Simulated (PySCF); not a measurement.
Gas-phase reaction: 5 GeHCl3 + GeHCl ⇌ Ge2H6 + 4 GeCl4

Computed with PySCF and rigid-rotor harmonic-oscillator thermochemistry at 1 bar. † marks an energy on the PBE0/def2-TZVP geometry and frequencies; other levels use their own. CCSD(T) freezes the core. 6-31G* has spherical d functions here. All species are closed-shell singlets. Ge: all electrons, no relativistic terms. GeHCl: computed as isolated molecules; such fragments, hydroxides, amides, oligomers or adducts are transient or little studied in the gas. CCSD(T) isn't extrapolated to the basis-set limit.

CCSD(T)/def2-SVP† gives ΔH°(298 K) = -121 kJ.

### Question
What do HF/6-31G*, M06-2X/def2-TZVP†, PBE0/def2-QZVP† give?

### Answer
HF/6-31G*: -45 kJ; M06-2X/def2-TZVP†: -88 kJ; PBE0/def2-QZVP†: -97 kJ. For scale, ΔH°(298 K) is -121 kJ at this level, -99 kJ at ωB97M-V/def2-TZVP†, and runs from -142 to -44 kJ over the 19 levels computed.
